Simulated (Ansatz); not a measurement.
Computed with Ansatz on PBE0-D4/def2-TZVP structures; ΔE is electronic, products minus reactants. CCSD(T)/CBS is the MP2 limit (def2-TZVPP, def2-QZVPP) plus CCSD(T) − MP2 in def2-TZVPP, frozen cores. Functionals use def2-TZVPP. B3LYP here is the variant with VWN-RPA as its local correlation; programs differ in this. HSE06 is defined as in plane-wave codes. def2 core potentials past Kr. For Cd outer-core shells are correlated without core-valence functions, which leaves a few kJ/mol of doubt a bond. One conformer a species, not always the lowest.

Consider the formal exchange of groups at a Cd–O bond: `[SiH3][O][Cd][Cl]` + `NCS` → `[NH2][Cd][Cl]` + `[SiH3]OCS`.

(1) Is it downhill or uphill in electronic energy at CCSD(T)/CBS, and by how much? (Estimate.)

(2) What do these levels give: HSE06-D4, BLYP, B3LYP, MP2/def2-SVP, CCSD/def2-SVP, HF/CBS(def2)? (Estimate.)

Largest T1 diagnostic among the species: 0.014.

## Answers

(1) The calculation gave: Uphill: ΔE = +10.2 kcal/mol.

(2) The calculation gave: HSE06-D4 9.1, BLYP 7.8, B3LYP 8.9, MP2/def2-SVP 11.9, CCSD/def2-SVP 12.4, HF/CBS(def2) 13.8 kcal/mol.

Leaving LDA and LC-ωPBE aside and taking each functional with its dispersion term where it has one, the values, not all of them listed here, spread over 3.1 kcal/mol, from BLYP-D4 to BHLYP-D4. LDA lies −1.5 kcal/mol from PBE without D4. From r2SCAN to r2SCAN0 (25 % exact exchange), in def2-TZVPP and without D4, ΔE moves by +1.0 kcal/mol. At CCSD(T), def2-SVP lies +1.5 kcal/mol from the extrapolated value and def2-TZVPP −0.3 kcal/mol.
